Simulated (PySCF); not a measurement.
Computed with PBE-D3(BJ)/def2-TZVP // B3LYP-D3(BJ)/def2-SVP run with PySCF. Isolated molecules, 0 K electronic values unless said otherwise. One relaxed conformer stands for a flexible species; it need not be the lowest. Excitations are Tamm–Dancoff values on a coarser integration grid. The basis has no diffuse functions, so Rydberg states are missing or too high.

Reference species (SMILES): `Bc1c(F)cc2cccccc1-2` (neutral, multiplicity 1).

```
Quantity                   Value
----------------------  --------
LUMO                    -3.19 eV
T1 excitation (TDA)      2.28 eV
S1 oscillator strength     0.001
S1 excitation (TDA)      2.71 eV
```

After one change: the LUMO falls by 0.17 eV; the T1 excitation (TDA) drops by 0.41 eV; the S1 oscillator strength is nearly the same; the S1 excitation (TDA) decreases by 0.45 eV.

What was changed between the two runs? The new species is one of these.
A. `Bc1cc2cccc-2ccc1F`
B. `Bc1cc2cccccc-2c1F`
C. `Bc1ccc2cc(F)cc-2cc1`
D. `Bc1cc(F)c2cccccc1-2`

D, `Bc1cc(F)c2cccccc1-2`
